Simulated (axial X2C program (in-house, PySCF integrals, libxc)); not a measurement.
Nuclear properties of MoIn

Calculated with an in-house all-electron X2C program for linear molecules (integrals from PySCF): two-component X2C with atomic mean-field Coulomb and Gaunt terms, Gaussian nuclei, basis In dyall-cv3z, Mo dyall-cv3z with contracted cores.

R = 2.958 Å (near the PBE0 minimum at charge 0 of the determinant lowest at the starting distance; the state shown can have its own minimum elsewhere).

Determinant lowest in the PBE0 search, Ω = 5/2 (⟨Sz⟩ = 2.52, ⟨Lz⟩ = -0.02 at PBE0), spin on the atoms In -0.16, Mo 2.68:

```csv
level,Eeff magnitude (GV/cm),Ws magnitude In (kHz),Ws magnitude Mo (kHz),A∥/gI In (MHz),qzz In (a.u.),A∥/gI Mo (MHz),qzz Mo (a.u.),μ (D)
PBE0,1.79,0.147,0.216,-39.4,-5.63,332,-0.29,0.48
HF,2.21,0.00236,0.452,-322,-1.94,318,-0.14,1.89
B3LYP,1.01,0.0495,0.129,-41.6,-5.19,236,-0.08,-0.18
PBE50,1.99,0.267,0.155,-57.2,-5.84,342,-0.40,0.93
BP86,1.4,0.088,0.18,-43.3,-5.10,350,-0.17,-0.11
```

Eeff is the effective electric field on the electron electric dipole moment in this Ω state and Ws the scalar–pseudoscalar constant of the nucleus named (defined with the proton number Z and per Ω); A∥ (defined per Ω) follows by multiplying with gI = μI/(I μN); qzz is the electric field gradient, eQq0 = 234.96 MHz × Q/barn × qzz; μ is positive if the Mo end (last atom) is positive. The operators were transformed with the bare-nucleus X2C matrices; with these basis sets, hyperfine constants and field gradients can be off by tens of per cent, and where levels differ in sign neither size nor sign is settled.

Task: With gI(95Mo) = -0.3657 (g factors from the IAEA table of nuclear moments by Stone), turn the PBE0 values of the first state into constants in MHz.

Result: A∥(95Mo) = 332 × -0.3657 = -121 MHz.

Each state is one determinant with collinear spin, which with several unpaired electrons need not be a pure state. Unrestricted Hartree–Fock can overshoot spin polarisation at the nuclei. In the state Ω = 5/2 the sign of Eeff differs between levels (HF against PBE0). This is the top spin component of a Σ state; components of lower Ω are not single determinants and can lie lower. With several open shells hyperfine constants can be off by a factor of several. Where Eeff spreads by more than a factor of two the levels disagree and none is to be relied on. States lie within half an eV, so the first need not be the ground state. The sign of Ws at In differs between levels in the first state. The sign of Ws at Mo differs between levels in the first state. Further determinants of the search, some of them spin-mixed, are not shown. Where a field gradient or hyperfine factor spreads by more than a factor of two over the levels, a constant derived from it is not to be relied on.
